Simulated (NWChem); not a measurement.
Atomisation of sulfur trioxide (O3S)

SMILES: O=S(=O)=O
```xyz
4

O      0.0000     0.0000     1.4514
S      0.0000     0.0000     0.0000
O     -1.2569     0.0000    -0.7257
O      1.2569     0.0000    -0.7257
```
Charge 0, spin multiplicity 1.

The numbers come from NWChem runs, not from measurements. The geometry was optimised at B3LYP/def2-SVP, a minimum by its harmonic frequencies.

Basis set: def2-TZVP. The atomisation energy is electronic alone: no zero-point, thermal, spin-orbit or counterpoise terms. No value is extrapolated to the basis-set limit. Free atoms are single determinants with multiplicities O 3, S 3. Correlated methods freeze the same cores in atoms and molecule, 8 orbitals in all.

B3LYP has NWChem's definition, with VWN1-RPA local correlation. The stability of the SCF solutions was not checked. Open-shell Hartree-Fock references start from PBE0 orbitals.

**Question.** One of these methods gave an atomisation energy of 356.2 kcal/mol. Which?
A) B3LYP
B) MP2
C) PBE0
D) PBE

**Answer.** B, MP2. The others give 330.3 (B3LYP), 336.1 (PBE0), 374.3 (PBE).
